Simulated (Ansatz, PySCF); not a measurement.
This Ansatz (a program for electronic structure) input computes a SVWN5/def2-TZVPD energy:

Ansatz 0.2 input:
```yaml
crystal:
  periodic: [false, false, false]
  atoms:
    - {symbol: Si, position_ang: [-0.00000000, -0.00000000, -1.60880547]}
    - {symbol: Br, position_ang: [0.00000000, 0.00000000, 0.64352219]}
basis:
  gaussian:
    orbitals: def2-TZVPD
hamiltonian:
  xc: {name: SVWN5}
magnetization: {spin_polarized: true, initial_magnetization: 1}
output: {forces: true}
```

### Question
Write an input for the same energy in PySCF and say what it gives.

### Answer

```python
from pyscf import gto, scf, dft

mol = gto.M(
    atom='''
    Si   -0.00000000   -0.00000000   -1.60880547
    Br    0.00000000    0.00000000    0.64352219
    ''',
    basis='def2-tzvpd',
    charge=0,
    spin=1,
    symmetry='C2v',
    verbose=4,
)

mf = dft.UKS(mol, xc='svwn').density_fit(auxbasis='def2-universal-jkfit')
mf.grids.level = 3
mf.conv_tol = 1e-9
mf.max_cycle = 100
mf.max_memory = 1500
mf.kernel()
if not mf.converged:
    mf = mf.newton()
    mf.kernel(mf.make_rdm1())
mf.analyze()
```
It gives -2858.92890 Eh, and Ansatz -2858.92886 Eh, a difference of 0.04 mEh, from the treatment of integrals and grids.
